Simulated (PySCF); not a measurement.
# GdBr: frontier orbitals

LC-ωPBE at R = 2.571 Å; basis Gd x2c-SVPall, Br x2c-SVPall; spin-free X2C with a Gaussian nucleus; PySCF 2.14. State: octet, about 7.4 electrons in the 4f shell (Mulliken). Only the outer orbitals are listed, counted within each symmetry.

```tsv
spin	orbital	occ.	ε (eV)	on Gd (%)	main shells (%)
α	20σ	1	-11.27	19	80 Br p
α	11π	1	-10.66	9	90 Br p
α	11π	1	-10.66	9	90 Br p
α	21σ	1	-6.45	99	80 Gd s, 11 Gd d
α	12π	0	0.46	100	55 Gd p, 45 Gd d
α	12π	0	0.46	100	55 Gd p, 45 Gd d
α	22σ	0	0.56	98	55 Gd d, 41 Gd p
β	19σ	1	-11.26	14	85 Br p
β	10π	1	-10.71	8	92 Br p
β	10π	1	-10.71	8	92 Br p
β	20σ	1	-6.66	100	56 Gd s, 39 Gd f
β	21σ	0	0.17	99	49 Gd f, 35 Gd s, 15 Gd p
β	22σ	0	1.01	99	60 Gd d, 32 Gd p
β	11π	0	1.20	100	58 Gd p, 42 Gd d
```

Which are the highest filled and the lowest empty level, where do they sit, and how wide is the gap?

Highest filled α 21σ at -6.45 eV (in %: 80 Gd s, 11 Gd d); lowest empty β 21σ at 0.17 eV (in %: 49 Gd f, 35 Gd s, 15 Gd p); the gap at LC-ωPBE is 6.62 eV. An empty level above zero is unbound, and its energy depends on the basis.

| Quantity | Value |
| --- | --- |
| bond order (Mayer) | 1.19 |
| ⟨S²⟩ | 15.758 |
| charge on Gd (Mulliken, basis-dependent) | 0.33 |
| charge on Gd (Löwdin, basis-dependent) | -0.02 |
| dipole moment (positive dipole means Gd(−)Br(+)) | -3.65 D |

Spin–orbit coupling is left out. The state is the lowest single determinant that the PBE0 search found; with open d or f shells the true ground state can be another one.
